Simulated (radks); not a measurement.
Problem. These are the eigenvalues of the occupied orbitals of an atom or ion with whole-number occupations (eV). All-electron calculation, Dirac Kohn-Sham, PBE, spin-unpolarised, spherical densities, finite nucleus; Fermi nuclear charge, rms radius of each element as measured or else 0.836 A^(1/3) + 0.57 fm. Program: a radial shooting solver on a logarithmic mesh with Libxc functionals.

orbital  eigenvalue
1s1/2     -17818.99
2s1/2     -2470.421
2p1/2     -2261.591
2p3/2     -2175.734
3s1/2     -406.7316
3p1/2     -328.9883
3p3/2     -315.3202
3d3/2     -178.2808
3d5/2     -175.7842
4s1/2      -56.6904
4p1/2      -35.8625
4p3/2      -34.0867
4d3/2       -5.5550
5p1/2       -2.5545

Which element is it, and in what charge state? The configuration may be excited. Open shells, if any, fill j = l - 1/2 first.

Solution. Z = 40, zirconium, charge 0: Zr in [Kr] 4d2 5p2. The list shows which subshells hold electrons but not how many an open one holds; the 1s level, -654.84 hartree, gives Z - s = 36.2 by -(Z - s)^2/2, which with screening and relativity narrows Z to a few neighbours, and the depths of the outer levels then fix element, charge and occupations together.
